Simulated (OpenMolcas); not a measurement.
# Os4+ in a point-charge field

Os4+ among 6 point charges of -1 e arranged as a trigonal prism (D3h), 2.24 Å from the ion, with a polar angle of 51.1° against the regular 49.1°.

```
Program             : OpenMolcas 26.06
Method              : CASSCF
Basis               : ANO-RCC-VDZP [7s6p4d2f1g]
Scalar Hamiltonian  : DKH2, point nucleus
Active space        : 4 electrons in 5 orbitals (5d)
State averaging     : 2S+1 = 5 even, 5 roots; 2S+1 = 3 even, 45 roots; 2S+1 = 1 even, 50 roots
Spin-orbit coupling : state interaction with AMFI integrals over the reference wave functions
```

The lowest spin-free states (labels of D3, the rotations of D3h), above the lowest:

```json
{"State": "5E", "Degeneracy": "2", "E (cm-1)": "0.0", "Free-ion L (%)": "D (100)"}
{"State": "5A1", "Degeneracy": "1", "E (cm-1)": "1881", "Free-ion L (%)": "D (100)"}
{"State": "5E", "Degeneracy": "2", "E (cm-1)": "3124", "Free-ion L (%)": "D (100)"}
{"State": "3A2", "Degeneracy": "1", "E (cm-1)": "17124", "Free-ion L (%)": "H (71)"}
{"State": "3E", "Degeneracy": "2", "E (cm-1)": "17740", "Free-ion L (%)": "H (100)"}
{"State": "3E", "Degeneracy": "2", "E (cm-1)": "18308", "Free-ion L (%)": "H (92)"}
{"State": "3E", "Degeneracy": "2", "E (cm-1)": "18675", "Free-ion L (%)": "H (77)"}
{"State": "3A2", "Degeneracy": "1", "E (cm-1)": "18991", "Free-ion L (%)": "H (73)"}
{"State": "3A1", "Degeneracy": "1", "E (cm-1)": "18994", "Free-ion L (%)": "H (73)"}
{"State": "3E", "Degeneracy": "2", "E (cm-1)": "20008", "Free-ion L (%)": "H (98)"}
{"State": "3E", "Degeneracy": "2", "E (cm-1)": "20069", "Free-ion L (%)": "P (58)"}
{"State": "3A2", "Degeneracy": "1", "E (cm-1)": "21394", "Free-ion L (%)": "F (50)"}
{"State": "3A1", "Degeneracy": "1", "E (cm-1)": "21399", "Free-ion L (%)": "F (50)"}
{"State": "3E", "Degeneracy": "2", "E (cm-1)": "21795", "Free-ion L (%)": "G (41)"}
{"State": "3A2", "Degeneracy": "1", "E (cm-1)": "21921", "Free-ion L (%)": "P (87)"}
{"State": "3A2", "Degeneracy": "1", "E (cm-1)": "22106", "Free-ion L (%)": "F (82)"}
{"State": "3E", "Degeneracy": "2", "E (cm-1)": "22112", "Free-ion L (%)": "F (65)"}
{"State": "3E", "Degeneracy": "2", "E (cm-1)": "23574", "Free-ion L (%)": "G (64)"}
{"State": "3A2", "Degeneracy": "1", "E (cm-1)": "23878", "Free-ion L (%)": "G (46)"}
{"State": "3A1", "Degeneracy": "1", "E (cm-1)": "23879", "Free-ion L (%)": "G (46)"}
```

The lowest levels with spin-orbit coupling:

| E (cm-1) | Degeneracy | Label | 2S+1 | g |
| --- | --- | --- | --- | --- |
| 0.0 | 1 | A1 | 5 (68 %) |  |
| 4085 | 2 | E | 5 (86 %) | 0.00 0.00 3.47 |
| 5229 | 1 | A2 | 5 (85 %) |  |
| 8212 | 2 | E | 5 | 0.00 0.00 3.66 |
| 8365 | 2 | E | 5 | 0.00 0.00 6.12 |
| 9637 | 1 | A1 | 5 |  |
| 11345 | 1 | A1 | 5 (85 %) |  |
| 11345 | 1 | A2 | 5 (85 %) |  |
| 11606 | 1 | A2 | 5 (90 %) |  |
| 12384 | 2 | E | 5 (89 %) | 0.00 0.00 1.93 |
| 12707 | 2 | E | 5 (85 %) | 0.00 0.00 6.49 |
| 14091 | 1 | A1 | 5 (72 %) |  |
| 14168 | 2 | E | 5 (73 %) | 0.00 0.00 2.65 |
| 14511 | 2 | E | 5 (75 %) | 0.00 0.00 4.76 |
| 15166 | 1 | A1 | 5 (74 %) |  |
| 15168 | 1 | A2 | 5 (74 %) |  |
| 15352 | 2 | E | 5 (63 %) | 0.00 0.00 10.96 |
| 20825 | 1 | A1 | 3 (57 %) |  |
| 22516 | 2 | E | 3 (70 %) | 0.00 0.00 7.80 |
| 23005 | 1 | A2 | 3 (78 %) |  |

Powder χT (cm3 K/mol): 0 at 2 K, 0.00199 at 10 K, 0.00993 at 50 K, 0.0199 at 100 K, 0.0397 at 200 K, 0.0596 at 300 K. The effective moment at 300 K is 2.828 √(χT) = 0.69 μB.

Spin-orbit coupling mixes the spin-free states strongly: the lowest level takes only 36 % from its leading state, 5E. Without dynamic correlation the repulsion within the d shell is too large (B by tens of per cent), so at a given field states of lower spin stand too high. Point charges give a weaker field than real ligands, and real ions of this kind are as a rule low spin; the high spin found here belongs to the model. The ground term spreads over less than 5000 cm-1, several times less than with real ligands, so orbital moments are less quenched and χT lies further from the spin-only value than at real sites. Point charges carry no covalency, so the field is a model and not that of real ligands. No measured value stands beside these numbers.

The RASSCF and RASSI steps took 27 s on 1 thread of Intel(R) Xeon(R) Platinum 8559C (Emerald Rapids), on a shared host; the integral step is not counted.

With an even number of electrons the g values are those of a degenerate or nearly degenerate non-Kramers pair.
